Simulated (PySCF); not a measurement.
A side-by-side comparison of computed properties.

First species: C₇H₁₃N₂P.
Numbering: `[CH3:1][c:2]1[p:3][cH:4][n:5][n:6]1[CH2:7][CH:8]([CH3:9])[CH3:10]` (hydrogens: H11, H12, H13 on C1; H14 on C4; H15, H16 on C7; H17 on C8; H18, H19, H20 on C9; H21, H22, H23 on C10)

Second species: C₈H₉Cl.
Numbering: `[CH:1]#[C:2][C@@H:3]1[CH:4]=[CH:5][C@@H:6]([Cl:7])[CH2:8][CH2:9]1` (hydrogens: H10 on C1; H11 on C3; H12 on C4; H13 on C5; H14 on C6; H15, H16 on C8; H17, H18 on C9)

Levels: PBE0/pcSseg-1 for HOMO energy, LUMO energy and HOMO–LUMO gap. Geometries: GFN2-xTB. All species are isolated and taken at one optimised geometry, non-relativistic unless stated; the electronic structure was computed with PySCF and density fitting.

Dipoles, sizes and rotational constants follow the conformer. The torsions of the flexible species, by atom-mapped SMILES:
- `[CH3:1][c:2]1[p:3][cH:4][n:5][n:6]1[CH2:7][CH:8]([CH3:9])[CH3:10]`: N5–N6–C7–C8 -94°, N6–C7–C8–C9 62°

The conformers of `C#C[C@@H]1C=C[C@@H](Cl)CC1` aren't listed.

Values for the first species:

| Item | Value |
| --- | --- |
| HOMO energy | -6.61 eV |
| LUMO energy | -0.28 eV |
| HOMO–LUMO gap | 6.33 eV |

Problem. Estimate the same properties for the second species, and the change in each.

Solution. 
```tsv
property	first	second	second less first
HOMO energy	-6.61 eV	-7.56 eV	-0.95 eV
LUMO energy	-0.28 eV	-0.51 eV	-0.23 eV
HOMO–LUMO gap	6.33 eV	7.05 eV	+0.72 eV
```

